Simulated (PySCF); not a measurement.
# C2H7FSi

The system: C2H7FSi, a small molecule; neutral, singlet. The structure, one conformer, was relaxed in the gas phase by PBE0-D3(BJ)/def2-SVP. No frequency run checks that it is a minimum.

SMILES: CC(F)[SiH3]

```xyz
11

C    -0.408   -0.555    0.131
Si    1.047   -0.235   -1.063
C    -0.776    0.629    0.997
F    -1.506   -0.912   -0.646
H    -0.166   -1.423    0.772
H     2.275    0.093   -0.274
H     1.300   -1.449   -1.891
H     0.707    0.917   -1.952
H     0.066    0.913    1.647
H    -1.047    1.500    0.381
H    -1.638    0.384    1.638
```
Atoms count from 1 in this order.

Shieldings: GIAO PBE0/pcSseg-2. Shifts are against computed references at the same level: C TMS (σ 184.1 ppm), H TMS (σ 31.24 ppm), Si TMS (σ 341.3 ppm). Core levels by delta-SCF with SCAN, pcX-2 on the ionised atom and pcseg-1 elsewhere, spin-free X2C (2p3/2 is the spin-free 2p value less a third of a first-order spin-orbit splitting); from the vacuum level, for chosen atoms.

Q: Give the NMR and core-level values of the distinct atoms.

A: 
```tsv
atoms	bonded to	σ (ppm)	δ (ppm)	core level (eV)
C1	1 C + 1 F + 1 Si + 1 H	98.4	85.7	1s 292.54
Si2	1 C + 3 H	406.2	-65.0	2p3/2 106.88
C3	1 C + 3 H	162.6	21.5	1s 291.08
F4	1 C	407.1	-	1s 692.12
H5	1 C	26.42	4.82	-
H6 H7 H8	1 Si	27.34	3.90	-
H9 H10 H11	1 C	29.76	1.48	-
```

Values are those of this one static structure, with the three H of a rotating XH3 group averaged; atoms that internal rotation interchanges would show their mean in an NMR spectrum.

Q: Which of C1, C3 holds its core electrons tightest, and by how much against the loosest?

A: C1 (bonded to 1 C + 1 F + 1 Si + 1 H), by 1.46 eV over C3 (bonded to 1 C + 3 H).

Q: By CAM-B3LYP/def2-SVPD (TDDFT singlets, Tamm-Dancoff triplets, ionisation by delta-SCF), where does absorption start, and what does vertical ionisation take?

A: The lowest singlet lies at 7.76 eV (f 0.015), the strongest of the first 6 at 8.77 eV (f 0.234), the lowest triplet at 7.32 eV; vertical ionisation takes 10.73 eV.

The 3 runs behind this took 37 s in all, one thread each of AMD EPYC 9R45 96-Core on a shared host, launched as `OMP_NUM_THREADS=1 python cluster_run.py task.json out`.
